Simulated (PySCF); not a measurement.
Run record: geometry optimisation, `BrCl` (BrCl).

Method: BHandHLYP/cc-pVDZ geometry optimisation, gas phase (PySCF 2.14.0). Start geometry: GFN2-xTB. The input is one job of a driver script: a line of settings, then coordinates in Å.

Input:
```
{"job": {"xc": "BHandHLYP", "basis": "cc-pVDZ", "grid": 1, "kind": "geom"}, "charge": 0, "multiplicity": 1}
Cl     1.069195    -0.002889    -0.002844
Br    -1.066438     0.004158    -0.011304
```

Output:
```
step   0  E = -3034.29445853  max force = 0.009942
step   1  E = -3034.29463912  max force = 0.004414
step   2  E = -3034.29469466  max force = 0.000973
step   3  E = -3034.29469816  max force = 0.000027
optimisation converged
```

Energies in Eh; «max force» is the largest Cartesian gradient component in Eh/bohr.

Problem. How much energy does the optimisation release, in eV?

Solution. E(step 0) − E(last step) = 0.000240 Eh, which is 0.007 eV.

Problem. Give the first gradient maximum in eV/Å.

Solution. With 1 Eh/bohr = 51.422 eV/Å, 0.511 eV/Å.

Main results: final energy -3034.29470 Eh after 3 steps; dipole 0.62 D.

Problem. Give the final coordinates.

Solution. 0.013 Å rms from the input after alignment:
```
atom  x, y, z in Å
Cl1    1.0847   -0.0100   -0.0047
Br2   -1.0777   -0.0010   -0.0155
```

Problem. Estimate the wall time. Hardware: Intel Xeon Platinum 8375C at 2.90 GHz, one thread (shared host). And the peak memory of the process?

Solution. About 2.2 s, with 0.28 GiB resident at the peak, the Python interpreter and its libraries included.
Labels such as C1 count atoms from 1, the log's own numbers from 0.
